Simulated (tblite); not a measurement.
CH₁₁B₂P₃.
Numbering: `[CH3:1][B-:2]1([PH2:3])[PH2+:4][BH2-:5][PH2+:6]1` (hydrogens: H7, H8, H9 on C1; H10, H11 on P3; H12, H13 on P4; H14, H15 on B5; H16, H17 on P6)

Computed with GFN2-xTB (tblite), gas phase: L-BFGS steps from a force-field or distance-geometry start until the largest atomic force falls under 0.01 eV/Å.

Geometry at step 7:
```
atom  x, y, z in Å
C1     -1.4971   -1.2325   -0.5708
B2     -0.6727   -0.0502    0.1673
P3     -1.7245    1.2719    1.2087
P4      0.8461   -0.7453    1.1716
B5      2.1020    0.1064   -0.0502
P6      0.5853    0.8038   -1.0708
H7     -2.0465   -1.8366    0.1545
H8     -0.8317   -1.9127   -1.1200
H9     -2.2131   -0.8330   -1.2948
H10    -2.0953    1.9588    0.0467
H11    -0.6049    2.1144    1.3712
H12     0.8956   -0.4312    2.5174
H13     0.8984   -2.1204    1.3202
H14     2.6844    0.9941    0.4955
H15     2.7043   -0.7049   -0.6860
H16     0.4862    0.4591   -2.4057
H17     0.4764    2.1702   -1.2441
```

Task: Give the atomic forces at this geometry.

Result: 
```tsv
atom	Fx (eV/Å)	Fy (eV/Å)	Fz (eV/Å)
C1	-0.056	-0.054	-0.006
B2	-0.254	-0.202	-0.125
P3	0.218	0.156	-0.320
P4	0.055	-0.093	0.150
B5	0.091	0.056	-0.046
P6	0.149	0.036	0.017
H7	-0.048	0.024	-0.154
H8	-0.102	0.106	0.091
H9	0.018	-0.120	0.127
H10	-0.119	0.025	0.220
H11	-0.172	-0.025	0.084
H12	0.050	0.013	0.104
H13	0.001	-0.062	0.013
H14	0.105	-0.243	-0.185
H15	0.076	0.263	0.186
H16	-0.027	-0.029	-0.111
H17	0.015	0.147	-0.044
```

The largest, 0.42 eV/Å, acts on P3; the rms over all components is 0.128 eV/Å. The forces sum to zero within rounding, as they must for an isolated molecule in no field.

Task: Give the force on P3 in Eh/bohr and in nN.

Result: 0.417 eV/Å ÷ 51.422 = 0.00812 Eh/bohr, and 0.417 eV/Å × 1.602 = 0.67 nN.

Task: How far is this geometry from the end of the optimisation?

Result: 0.070 eV above it, and 0.362 Å rms away after alignment. The bonds farthest from their final lengths, with half the difference of the two atoms' forces along the bond (positive lengthens):

```csv
bond,now (Å),final (Å),force along bond (eV/Å)
B2–P4,1.949,1.975,+0.17
B2–P6,1.961,1.978,+0.14
P3–H11,1.411,1.398,-0.19
B5–H15,1.194,1.182,-0.14
P3–H10,1.400,1.390,-0.21
P6–H17,1.382,1.391,+0.06
```

The angle farthest from its final value is C1–B2–P6, 110.9° against 116.0°.

Of the 5 listed bonds off by 0.010 Å or more, this force points towards the final length in 5.

The cost below is that of the whole relaxation. Hardware: Arm Neoverse N1, one thread (shared host). Cost: 1.6 s of wall time.
